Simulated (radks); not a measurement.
Effect of the nuclear size on the titanium ion Ti+, [Ar] 3d2 4s1. All-electron calculation, Dirac Kohn-Sham, relativistic LDA (MacDonald-Vosko exchange, VWN5 correlation), spin-unpolarised, spherical densities, finite nucleus; open shells are shared between the two j in proportion to 2j + 1; Fermi nuclear charge, rms radius 3.5921 fm. Program: a radial shooting solver on a logarithmic mesh with Libxc functionals. The rms radius is varied about that value; shifts are against it.

rms radius (fm)  total energy shift (eV)  density at nucleus (e/bohr^3)  1s1/2 shift (meV)  2s1/2 shift (meV)  3s1/2 shift (meV)
3.1251                           -0.0118                           8449              -4.96             -0.414             -0.055
3.4305                          -0.00425                           8424              -1.79             -0.149             -0.020
3.5921                                 0                           8412              0.000              0.000              0.000
3.9513                            0.0101                           8388               4.27              0.356              0.047
4.3285                            0.0218                           8364               9.18              0.765              0.102

Slopes of the eigenvalues against <r^2> in GHz/fm^2, as finite differences over the two radii next to the reference (eigenvalue slopes, not the field-shift constants of lines): 1s1/2 381, 2s1/2 31.8, 3s1/2 4.24.
